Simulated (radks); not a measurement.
Initial-state core-level shifts of the indium ion In3+ when its valence configuration changes from [Kr] 4d10. All-electron calculation, Dirac Kohn-Sham, LDA (Slater exchange, Perdew-Wang correlation), spin-unpolarised, spherical densities, point nucleus; open shells are shared between the two j in proportion to 2j + 1. Program: a radial shooting solver on a logarithmic mesh with Libxc functionals. Shifts are changes of the shell-averaged eigenvalues in eV (positive: less bound).

valence,1s,2s,2p,3s
4d9.5 5p0.5,-3.961,-4.148,-4.133,-4.034
4d9 5s1,-6.621,-7.034,-7.010,-6.765
4d9 5p1,-7.975,-8.362,-8.332,-8.117
4d8 5s2,-13.564,-14.434,-14.386,-13.826
4d8 5s1 5p1,-14.887,-15.737,-15.682,-15.150
4d8 5p2,-16.181,-17.013,-16.950,-16.447
4d9.5 5s0.5,-3.272,-3.473,-3.462,-3.347
4d8.5 5p1.5,-12.048,-12.650,-12.604,-12.254
